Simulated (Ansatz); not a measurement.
Single points on BMe3 (C3H9B).

```yaml
crystal:
  periodic: [false, false, false]
  atoms:
    - {symbol: B, position_ang: [-0.000183, 0.000146, -0.012240]}
    - {symbol: C, position_ang: [1.573561, -0.039127, -0.021351]}
    - {symbol: C, position_ang: [-0.753118, 1.382537, -0.005116]}
    - {symbol: C, position_ang: [-0.820720, -1.343198, 0.011147]}
    - {symbol: H, position_ang: [1.950907, 0.485252, 0.875812]}
    - {symbol: H, position_ang: [1.960004, 0.550187, -0.872108]}
    - {symbol: H, position_ang: [2.026716, -1.041165, -0.052342]}
    - {symbol: H, position_ang: [-1.380292, 1.445802, 0.903077]}
    - {symbol: H, position_ang: [-1.471351, 1.423099, -0.843561]}
    - {symbol: H, position_ang: [-0.112768, 2.276151, -0.046736]}
    - {symbol: H, position_ang: [-1.915545, -1.235168, 0.004706]}
    - {symbol: H, position_ang: [-0.533015, -1.928677, 0.903549]}
    - {symbol: H, position_ang: [-0.524206, -1.975839, -0.844829]}
basis:
  gaussian: {orbitals: def2-SVP, initial_orbitals: start.molden}
hamiltonian: {xc: pbe, dispersion: d4}
scf: {omitted_lower_state_checks: [starts]}
output: {orbitals: {seedname: orbitals}}
```

The file start.molden holds the orbitals of an earlier run on this structure, at another level or in another basis.

```sh
$ ansatz run in.yaml --threads 2 --pin off --events-out ev --progress --plain --max-ram 4352MiB
```

It prints (some lines left out):

```
Functional definition: PBE
1150 factors; their error is unknown
mean field evaluation 1: about -3925.6593 eV, gradient 6.8e0 eV
mean field evaluation 2: about -3925.7982 eV, gradient 9.7e-2 eV
mean field evaluation 4: about -3925.7611 eV, gradient 9.7e-5 eV
mean field -3925.76106096 eV, -144.2690580139 hartree, gradient 5.6e-6 eV, S^2 0.000000; 0 other end points of the search recorded, 0 dependent functions left out
reference -3925.76109429 eV, -144.2690592388 hartree; 16, 16 occupied and 85, 85 virtual orbitals, 1150 factors
Total energy: -3925.96118666 eV, -144.2764124977 hartree
Checks for a lower state left out: starts
```

Run time 1.1 s (2 threads of Arm Neoverse V2 on a shared host).

First input, but with `gaussian: {orbitals: def2-TZVP, initial_orbitals: start.molden}`, `hamiltonian: {xc: pbe}`, `correlation: {method: rpa}` and without the key `output` (abridged; 4.2 s):

```
Functional definition: PBE
mean field -3930.08208551 eV, -144.4278527371 hartree, gradient 2.4e-6 eV, S^2 0.000000
4 core orbitals not correlated: weight in the atoms' cores, before any rotation towards them, 1.000 or more for the frozen orbitals, at most 0.000 for the correlated occupied ones
Total energy: -3935.57464441 eV, -144.6297005537 hartree
Checks for a lower state left out: starts
```

As the first input, with `gaussian: {orbitals: def2-TZVP, initial_orbitals: start.molden}`, `correlation: {method: ccsd_t}` and without the key `hamiltonian` (abridged; 39 s):

```
Functional definition: HF
mean field -3907.43969645 eV, -143.5957602869 hartree, gradient 1.0e-6 eV, S^2 0.000000
4 core orbitals not correlated: weight in the atoms' cores, before any rotation towards them, 1.000 or more for the frozen orbitals, at most 0.000 for the correlated occupied ones
second order -16.74908547 eV of doubles, -0.00000000 eV of singles
cycle   1  -17.77635299 eV  change    -1.0e0 eV  update   8.1e-2
cycle   2  -18.20811846 eV  change   -4.3e-1 eV  update   2.2e-2
cycle   3  -18.26469959 eV  change   -5.7e-2 eV  update   8.4e-3
cycle   4  -18.26275696 eV  change    1.9e-3 eV  update   2.0e-3
cycle   5  -18.26229154 eV  change    4.7e-4 eV  update   6.9e-4
cycle   6  -18.26210429 eV  change    1.9e-4 eV  update   1.9e-4
cycle   7  -18.26208402 eV  change    2.0e-5 eV  update   5.2e-5
cycle   8  -18.26208505 eV  change   -1.0e-6 eV  update   1.8e-5
perturbative correction -0.65801661 eV, -0.0241816643 hartree
Total energy: -3926.35979811 eV, -144.2910611984 hartree
Checks for a lower state left out: starts
```

First input, but with `gaussian: {orbitals: def2-TZVP, initial_orbitals: start.molden}`, `output: {forces: true, orbitals: {seedname: orbitals}}` (abridged; 2.4 s):

```
Functional definition: PBE
mean field -3930.08218102 eV, -144.4278562472 hartree, gradient 1.6e-5 eV, S^2 0.000000
Total energy: -3930.28231825 eV, -144.4352111548 hartree
Atom 0 force     0.000776    -0.002178     0.002841 eV/Å
Atom 1 force    -0.033269    -0.006215    -0.005883 eV/Å
Atom 2 force     0.021434    -0.025993    -0.004865 eV/Å
Atom 3 force     0.012547     0.030891    -0.004906 eV/Å
Atom 4 force     0.024320    -0.003655    -0.020033 eV/Å
Atom 5 force     0.019900    -0.010097     0.022465 eV/Å
Atom 6 force    -0.006631     0.033446     0.002699 eV/Å
Atom 7 force    -0.009454     0.023597    -0.020442 eV/Å
Atom 8 force    -0.001515     0.023092     0.021986 eV/Å
Atom 9 force    -0.025585    -0.021847     0.002696 eV/Å
Atom 10 force     0.032061    -0.010591     0.002353 eV/Å
Atom 11 force    -0.016475    -0.017892    -0.021129 eV/Å
Atom 12 force    -0.018109    -0.012559     0.022218 eV/Å
Dipole moment:     0.000103     0.000009     0.006302 e Å
Checks for a lower state left out: starts
```

Geometry: PBE0-D4/def2-SVP.

Correlated methods freeze 4 core orbitals.
